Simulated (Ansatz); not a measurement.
def2 core potentials replace the inner electrons of Te.

Species: C$_{2}$H$_{3}$F$_{3}$OTe, SMILES `O[Te]CC(F)(F)F` with one electron removed (charge 1, multiplicity 2).

Problem. Give a relaxed geometry from B3LYP-D3(BJ)/def2-SVP (Ansatz, an electronic-structure program).

Solution. This is not unique; one that fits is the end point of this relaxation, one of several conformers (outside a Z-matrix the atoms follow the SMILES, hydrogens last).
Z-matrix (Å, degrees):
```
C
H 1 1.1001
H 1 1.1002 2 110.86
C 1 1.5248 2 113.28 3 125.44
F 4 1.3171 1 111.37 2 -77.09
F 4 1.3328 5 109.86 1 -123.22
F 4 1.3585 5 109.12 6 -117.60
Te 1 2.1642 2 106.35 3 -116.42
O 8 1.9510 1 90.21 2 21.92
H 9 0.9786 8 114.15 1 178.87
```
